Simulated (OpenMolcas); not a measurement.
**W III: from CASSCF to CASPT2**

- Program: OpenMolcas
- Basis: ANO-R2 [8s6p5d3f2g]
- Scalar Hamiltonian: X2C, finite nucleus
- Active space: 4 electrons in 10 orbitals (5d 6d)
- State averaging: 2S+1 = 5 even, 5 roots; 2S+1 = 3 even, 45 roots; 2S+1 = 1 even, 50 roots
- Spin-orbit coupling: RASSI with atomic mean-field integrals over the reference wave functions, term energies averaged over their components

Methods on the same reference wave functions:
A. CASSCF
B. SS-CASPT2, IPEA 0.25 Eh, imaginary shift 0.1 Eh (closed shells correlated: 5s 5p)
C. MS-CASPT2, IPEA 0.25 Eh, imaginary shift 0.1 Eh (closed shells correlated: 5s 5p)

Energies in cm⁻¹ above 5d⁴ ⁵D₀, the measured ground level; measured values from NIST levels as listed in McCann et al., Mon. Not. R. Astron. Soc. 538, 537 (2025).

```json
{"Level": "5d⁴ ⁵D₀ [65 %]", "A": "0.0", "B": "0.0", "C": "0.0", "Measured": "0.0"}
{"Level": "5d⁴ ⁵D₁", "A": "1702", "B": "2540", "C": "2520", "Measured": "2256"}
{"Level": "5d⁴ ⁵D₂", "A": "3695", "B": "4970", "C": "4910", "Measured": "4461"}
{"Level": "5d⁴ ⁵D₃", "A": "5659", "B": "6950", "C": "6870", "Measured": "6278"}
{"Level": "5d⁴ ⁵D₄", "A": "7506", "B": "8490", "C": "8410", "Measured": "7687"}
{"Level": "5d⁴ ³P₀(1) [57 %]", "A": "14608", "B": "11550", "C": "11450", "Measured": "9904"}
{"Level": "5d⁴ ³H₄ [58 %]", "A": "15896", "B": "15090", "C": "15010", "Measured": "13701"}
{"Level": "5d⁴ ³H₅", "A": "19005", "B": "18370", "C": "18300", "Measured": ""}
{"Level": "5d⁴ ³G₃ [52 %]", "A": "19220", "B": "17370", "C": "17280", "Measured": ""}
{"Level": "5d⁴ ³P₁(1)", "A": "19438", "B": "15330", "C": "15170", "Measured": ""}
{"Level": "5d⁴ ³F₂(1) [71 %]", "A": "20114", "B": "16880", "C": "16790", "Measured": ""}
{"Level": "5d⁴ ³H₆", "A": "20638", "B": "20050", "C": "19980", "Measured": ""}
{"Level": "5d⁴ ³P₂(1) [68 %]", "A": "24325", "B": "19960", "C": "19700", "Measured": ""}
{"Level": "5d⁴ ³F₃(1) [53 %]", "A": "25066", "B": "22740", "C": "22700", "Measured": ""}
{"Level": "5d⁴ ³G₅", "A": "27150", "B": "25950", "C": "25880", "Measured": ""}
{"Level": "5d⁴ ³D₃ [69 %]", "A": "27718", "B": "24640", "C": "24560", "Measured": ""}
{"Level": "5d⁴ ¹I₆", "A": "29100", "B": "28090", "C": "28020", "Measured": ""}
{"Level": "5d⁴ ³D₁", "A": "30142", "B": "27070", "C": "27030", "Measured": ""}
{"Level": "5d⁴ ¹G₄(1) [58 %]", "A": "33185", "B": "31270", "C": "31230", "Measured": ""}
{"Level": "5d⁴ ¹S₀(1)", "A": "34685", "B": "31590", "C": "31270", "Measured": ""}
{"Level": "5d⁴ ¹F₃ [72 %]", "A": "38280", "B": "32800", "C": "32730", "Measured": ""}
{"Level": "5d⁴ ³P₂(2)", "A": "42570", "B": "36470", "C": "36560", "Measured": ""}
{"Level": "5d⁴ ³F₄(2) [74 %]", "A": "43730", "B": "39050", "C": "38940", "Measured": ""}
{"Level": "5d⁴ ³F₂(2)", "A": "44788", "B": "39760", "C": "39750", "Measured": ""}
```

Deviations, from unrounded energies. A percentage is the sum of absolute deviations over the sum of measured energies, with the sign that they share, or ± where signs differ.

| Against measurement | Levels | A | B | C |
| --- | --- | --- | --- | --- |
| mean absolute deviation (cm-1) | 6 | 1500 | 880 | 810 |
| fine structure of the ground term (%) | 4 | -10.3 | +10.9 | +9.8 |
| other terms of the ground configuration (%) | 2 | +29.2 | +12.8 | +12.1 |

C lies closest to measurement on these levels and A furthest from it. The largest miss of C in the table is 5d⁴ ³P₀(1) [57 %], by +1500 cm-1. The ranking rests on the paired levels alone, and a cruder setting can come out closer through cancelling errors.

Between B and C the level of the table that moves most is 5d⁴ ¹S₀(1), by 320 cm-1 (lowest in C, highest in B). Moves below CASPT2's spread within the term are not significant.

The mean deviations of B to C differ by less than CASPT2's widest spread within a term (910 cm-1), so their order carries little weight.

From A to B the spin-free energies of the other terms of 5d⁴ shown, above ⁵D, scale by factors of 0.60 to 0.87.

The lowest spin-free term lies below A's lowest term by 0.249 hartree in B, 0.249 hartree in C.

CASPT2 breaks the degeneracy within a term, and the mean is taken; among the terms shown or strongly mixed into the levels shown the widest spread is 910 cm-1 (5d⁴ ¹I, C). Over all roots computed the reference weight is 0.88 to 0.95 in B, 0.88 to 0.95 in C; the roots of lowest weight are the least certain, and an intruder state may touch them. Active for correlation alone: 6d; no level in the range computed is led by a configuration that fills it, so any true level of that kind is missing. The CASPT2 spread within a term exceeds the gap to the next term for 5d⁴ ³H and 5d⁴ ³F(1), so the order of their levels is uncertain, and so are names and mixing where such terms share a J (figures for B; the like holds for C). Without dynamic correlation excited terms often stand tens of per cent too high (terms of higher spin than the ground term too low), and those without a measured partner can miss by more than the paired ones (holds for A). Some terms miss by over 15 % even with CASPT2, which points to a basis or an active space too small for the shells correlated (holds for B; C). Measured partners are found by configuration, term and J. A level has none where our copy of the source lacks it or the pairing is in doubt (some pairs that miss far off the trend of their configuration count as doubtful), and it then counts in no deviation. Levels of configurations outside the active space are missing. The table leaves out levels that lie high or whose names do not pair safely across all columns.

A share in square brackets marks a mixed level and gives the weight of the term that names it, the lowest over the columns. A number in round brackets counts repeated terms of one configuration in the order of the reference energies.
